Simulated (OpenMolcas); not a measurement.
Pd4+ (d6) among equal point charges was computed by CASSCF with the d shell active (OpenMolcas, ANO-RCC-VDZP on the metal). Its lowest spin-free states, and all those of the highest spin:

| 2S+1 | Degeneracy | E (cm-1) |
| --- | --- | --- |
| 5 | 2 | 0.0 |
| 5 | 3 | 2318 |
| 3 | 3 | 20605 |
| 3 | 2 | 21473 |
| 3 | 3 | 22645 |
| 3 | 3 | 22910 |
| 3 | 3 | 24576 |
| 3 | 1 | 24767 |
| 3 | 3 | 25667 |
| 3 | 1 | 26396 |
| 3 | 3 | 27260 |
| 3 | 2 | 27454 |

Task: Is the site octahedral, tetrahedral or cube-like, axial, or of lower symmetry?

Result: The states with 2S+1 = 5 have orbital degeneracies 2, 3. Threefold states need a cubic site. For d6 at this spin an octahedron puts the threefold T2 below the twofold E and a tetrahedron or cube puts the twofold E below the threefold T2, so the site is a tetrahedron or a cube, which this pattern cannot tell apart. The first gap at this spin, 2320 cm-1, is |10Dq| in ligand-field theory. The run had Pd4+ among 8 point charges of -1.2 e arranged as a cube (Oh), 2.18 Å from the ion.

An orbital doublet at a regular site is open to a Jahn-Teller distortion, which this geometry leaves out. Without dynamic correlation the repulsion within the d shell is too large (B by tens of per cent), so at a given field states of lower spin stand too high. Point charges give a weaker field than real ligands, and real ions of this kind are as a rule low spin; the high spin found here belongs to the model. The ground term spreads over less than 5000 cm-1, several times less than with real ligands, so orbital moments are less quenched and χT lies further from the spin-only value than at real sites. This is an electrostatic model: the charges have no orbitals. No measured value stands beside these numbers.
